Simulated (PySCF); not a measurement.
Static response to an electric field

Compound: C₇H₄ClP.
Numbering: `[CH:1]#[C:2][c:3]1[cH:4][c:5]([Cl:6])[cH:7][cH:8][p:9]1` (hydrogens: H10 on C1; H11 on C4; H12 on C7; H13 on C8)

Geometry (GFN2-xTB, Å), atoms numbered from 1 in this order:
```xyz
13
C7H4ClP angstrom
C      3.3135   -0.8709    0.6047
C      2.1431   -0.6564    0.4372
C      0.7659   -0.4070    0.2438
C      0.3921    0.7732   -0.3875
C     -0.9264    1.1153   -0.6258
Cl    -1.2498    2.6203   -1.4244
C     -2.0056    0.3211   -0.2604
C     -1.8501   -0.8891    0.3784
P     -0.3482   -1.6295    0.8312
H      4.3355   -1.0569    0.7505
H      1.1714    1.4527   -0.7055
H     -3.0015    0.6739   -0.4897
H     -2.7443   -1.4461    0.6299
```

Level: B3LYP/def2-SVPD (PySCF), static field, nuclei fixed, core orbitals frozen in the response. The polarisability tensor in these axes (au):

```
x   161.92 -14.81  12.00
y   -14.81 128.34 -32.08
z    12.00 -32.08  85.37
```

Problem. Diagonalise the tensor; give its mean and Δα, where Δα² is half the sum of the squared differences of the eigenvalues.

Solution. Principal values 68.10, 133.31 and 174.23 au; mean 125.21 au = 18.55 Å³ = 20.64 × 10⁻⁴⁰ C²·m²/J; Δα = 92.71 au (74 % of the mean).

Problem. What is the dipole moment, and where does it point?

Solution. (-0.36, -0.09, 0.03) D, 0.37 D in size, pointing from the negative to the positive side. Measured along this direction, the outermost atoms are H10 at the negative end and H13 at the positive end.

Problem. Rayleigh depolarisation ratio (linearly polarised light, static tensor)?

Solution. ρ = 3Δα²/(45ᾱ² + 4Δα²) = 25783.9/(705523 + 34378.5) = 0.0348.

Problem. Give the principal axes and the span of the nuclei along them.

Solution. Largest value along (0.84, -0.47, 0.28), where the nuclei span 7.31 Å; middle along (0.54, 0.75, -0.37), 4.81 Å; least along (-0.04, 0.46, 0.89), 0.00 Å. The response follows the extents in order.

Problem. In TDDFT the mean static polarisability is Σ f/ω² over all singlet excitations (ω in hartree). How much of it do the 8 lowest give? Their energies (eV) and oscillator strengths: 4.19, 0.0003; 4.36, 0.1674; 4.54, 0.0037; 4.93, 0.0077; 5.14, 0.0029; 5.16, 0.5131; 5.43, 0.0620; 5.53, 0.0005.

Solution. They add up to 22.83 au, 18.2 % of the 125.21 au; the largest single term is 14.27 au, from the state at 5.16 eV. Terms in order: 0.01, 6.53, 0.13, 0.23, 0.08, 14.27, 1.56, 0.01 au. Higher excitations give the rest. The strengths listed sum to 0.758.

Problem. What are the principal values of the traceless quadrupole moment, Θ = ½Σq(3rr − r²1), about the centre of nuclear charge?

Solution. -8.23, -5.57, 13.80 D·Å. The values depend on the origin, since the dipole doesn't vanish. The electronic extent ⟨r²⟩ about the same centre is 1740 bohr², a root-mean-square distance of 2.50 Å for the 78 electrons.

Isolated species at its GFN2-xTB geometry, gas phase.
